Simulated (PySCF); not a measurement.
A side-by-side comparison of computed properties.

First species: C₄H₁₀F₂Si₂.
SMILES: `C[SiH2]/C=C(\[SiH3])C(F)F`

Second species: C₈H₁₁PSi.
SMILES: `[SiH3]P1CC2=CC=CC=C2C1`

Levels: PBE0/pcSseg-1 for HOMO energy, LUMO energy and HOMO–LUMO gap. Geometries: GFN2-xTB. Each species is one conformer at its optimised geometry, gas phase, non-relativistic unless stated; the electronic structure was computed with PySCF and density fitting.

The conformers computed, where there is a choice (atom-mapped SMILES and torsion angles):
- `[CH3:1][SiH2:2]/[CH:3]=[C:4](\[SiH3:5])[CH:6]([F:7])[F:8]`: C1–Si2–C3–C4 -129°, C3–C4–C6–F7 -123°

The conformers of `[SiH3]P1Cc2ccccc2C1` aren't listed.

```
     property  column X  column Y
  HOMO energy  -6.76 eV  -8.28 eV
  LUMO energy  -0.36 eV  -1.27 eV
HOMO–LUMO gap   6.40 eV   7.01 eV
```

Task: Which column belongs to which species?

Result: Column X is the second species and column Y the first. The first has 18 atoms and 80 electrons, the second 21 and 88.

Task: How does each property change from the first species to the second?

Result: HOMO energy +1.52 eV; LUMO energy +0.91 eV; HOMO–LUMO gap -0.61 eV.

On the first:  GFN2-xTB frequencies show an imaginary mode (22i cm⁻¹), so this geometry is no minimum at that level.

